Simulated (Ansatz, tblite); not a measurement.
Removing an electron: the cluster PdS3⁻. Total charge -1; doublet. Geometry: PBE0-D4/def2-SVPD. Ansatz, gas phase; energy differences of separate SCF runs; the oxidised species is a triplet (the singlet lies 1.09 eV higher at PBE0-D4/def2-TZVPD).

Cartesian coordinates in Å:
```
Pd -0.1115 -0.4635 0.2286
S 1.6888 0.9986 -0.2105
S -0.1684 1.5661 -0.8767
S -1.4089 -2.1012 0.8586
```

In the def2 sets Pd takes a core potential; there is no spin–orbit coupling. The xTB rows come from tblite. HOMO above LUMO, or a gap near zero within one spin, warns that the state may not be the lowest or that an electron is smeared out. The structure comes from a short search, and lower isomers may exist.

Problem. Estimate orbital energies and vertical ionisation energies at: GFN1-xTB; GFN2-xTB; PBE-D4/def2-TZVPD; r2SCAN-D4/def2-TZVPD; PBE0-D4/def2-TZVPD.

Solution. 
```csv
level,−HOMO (eV),vertical IE (eV),−LUMO (eV),HOMO–LUMO gap (eV),remarks
GFN1-xTB,–,7.63,–,–,–
GFN2-xTB,–,8.06,–,–,–
PBE-D4/def2-TZVPD,0.36,2.90,0.29,0.06,gap within one spin near zero (-1 doublet)
r2SCAN-D4/def2-TZVPD,0.43,2.93,0.16,0.27,–
PBE0-D4/def2-TZVPD,1.37,3.05,-0.60,1.97,–
```

  HOMO and LUMO are the levels of the spin that leaves or enters (xTB has no such levels and no spin-polarisation term). Other spin states of the ions may lie lower, which would lower the ionisation energy or raise the affinity. Raw xTB energy differences between charge states are shifted by several eV; the methods need an empirical correction for them.
